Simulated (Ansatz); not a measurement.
Computed with frozen-core CCSD(T)/cc-pVTZ // B3LYP-D3(BJ)/def2-TZVP in Ansatz (a quantum-chemistry and plane-wave program).

Ansatz 0.2 input:
```yaml
crystal:
  periodic: [false, false, false]
  atoms:
    - { symbol: C, position_ang: [2.104684, 0.84493, -0.476763] }
    - { symbol: C, position_ang: [1.370744, -0.182707, -0.070366] }
    - { symbol: C, position_ang: [0.259151, -0.818263, -0.846932] }
    - { symbol: C, position_ang: [-1.095958, -0.756926, -0.124819] }
    - { symbol: C, position_ang: [-1.62411, 0.663786, 0.05014] }
    - { symbol: H, position_ang: [2.894631, 1.260374, 0.136149] }
    - { symbol: H, position_ang: [1.942069, 1.307541, -1.444093] }
    - { symbol: H, position_ang: [1.563498, -0.612964, 0.910441] }
    - { symbol: H, position_ang: [0.508282, -1.869766, -1.027515] }
    - { symbol: H, position_ang: [0.175465, -0.33922, -1.827138] }
    - { symbol: H, position_ang: [-1.001081, -1.238204, 0.85411] }
    - { symbol: H, position_ang: [-1.819447, -1.350978, -0.689937] }
    - { symbol: H, position_ang: [-0.931034, 1.274734, 0.630647] }
    - { symbol: H, position_ang: [-2.588043, 0.66605, 0.562089] }
    - { symbol: H, position_ang: [-1.758864, 1.151605, -0.918642] }
basis:
  gaussian: { orbitals: cc-pVTZ }
correlation:
  method: ccsd_t
```

Output:

```
Functional definition: HF
1623 factors; integrals over basis functions are off by at most 9.8e-4 eV
mean field evaluation 1: about -5307.7931 eV, gradient 3.7e1 eV
mean field evaluation 2: about -5308.0564 eV, gradient 3.7e1 eV
mean field evaluation 4: about -5311.9032 eV, gradient 4.1e0 eV
mean field evaluation 8: about -5311.9588 eV, gradient 2.4e-1 eV
mean field evaluation 16: about -5307.7928 eV, gradient 3.7e1 eV
mean field -5311.95896558 eV, -195.2108914099 hartree, gradient 1.5e-6 eV, S^2 0.000000; 0 other end points of the search recorded, 0 dependent functions left out
5 core orbitals not correlated
reference -5311.95896558 eV, -195.2108914099 hartree; 15, 15 occupied and 270, 270 virtual orbitals, 1623 factors
second order -23.37797810 eV of doubles, -0.00000000 eV of singles
cycle   1  -24.15631279 eV  change   -7.8e-1 eV  update   9.4e-2
cycle   2  -24.74456042 eV  change   -5.9e-1 eV  update   2.8e-2
cycle   3  -24.83834557 eV  change   -9.4e-2 eV  update   1.1e-2
cycle   4  -24.83611128 eV  change    2.2e-3 eV  update   3.1e-3
cycle   5  -24.83701712 eV  change   -9.1e-4 eV  update   1.1e-3
cycle   6  -24.83719668 eV  change   -1.8e-4 eV  update   3.0e-4
cycle   7  -24.83712379 eV  change    7.3e-5 eV  update   8.4e-5
cycle   8  -24.83713099 eV  change   -7.2e-6 eV  update   3.2e-5
perturbative correction -1.02820085 eV, -0.0377856843 hartree
Total energy: -5337.82429741 eV, -196.1614248227 hartree
```

Cost: about 40 core-minutes (a rough figure).
